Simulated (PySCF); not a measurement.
## Converging GaH in the basis (CCSD)

PySCF, RHF reference; singlet, unpaired electrons none; De to Ga + H without counterpoise correction. Frozen cores follow the default of each basis and core potential.

| basis | relativity | functions | Re (Å) | ωe (cm⁻¹) | De (eV) | frozen orbitals |
| --- | --- | --- | --- | --- | --- | --- |
| cc-pVDZ-PP/cc-pVDZ | scalar-relativistic core potentials | 28 | 1.674 | 1591 | 2.77 | 4 |
| x2c-SVPall | spin-free X2C | 37 | 1.656 | 1660 | 2.81 | 9 |
| def2-SVPD | no relativity | 46 | 1.666 | 1635 | 2.89 | 9 |
| jorge-DZP-DKH | spin-free X2C | 48 | 1.643 | 1681 | 2.93 | 9 |
| cc-pVTZ-PP/cc-pVTZ | scalar-relativistic core potentials | 53 | 1.659 | 1656 | 2.98 | 4 |
| x2c-TZVPPall | spin-free X2C | 62 | 1.660 | 1619 | 2.95 | 9 |
| def2-TZVPPD | no relativity | 71 | 1.664 | 1629 | 2.99 | 9 |

Q: How does each smaller set differ from the one with most functions, def2-TZVPPD?

A: cc-pVDZ-PP/cc-pVDZ: +1.0 pm, -2.3 % in ωe, -0.22 eV in De; x2c-SVPall: -0.8 pm, +1.9 % in ωe, -0.18 eV in De; def2-SVPD: +0.2 pm, +0.4 % in ωe, -0.10 eV in De; jorge-DZP-DKH: -2.1 pm, +3.2 % in ωe, -0.06 eV in De; cc-pVTZ-PP/cc-pVTZ: -0.5 pm, +1.7 % in ωe, -0.01 eV in De; x2c-TZVPPall: -0.4 pm, -0.6 % in ωe, -0.04 eV in De. All at CCSD; the set with most functions is neither the basis-set limit nor always the best. The rows treat relativity differently, so the differences are not basis effects alone.

Correlated steps freeze the inner cores (4 to 9 orbitals); shallow outer-core shells are correlated. Correlated levels converge slowly with the basis: in double zeta they bind strong bonds too weakly, by up to about 1 eV, and carry superposition errors of some tenths. Where the molecule has an RHF reference, its open-shell atoms are computed with UHF.
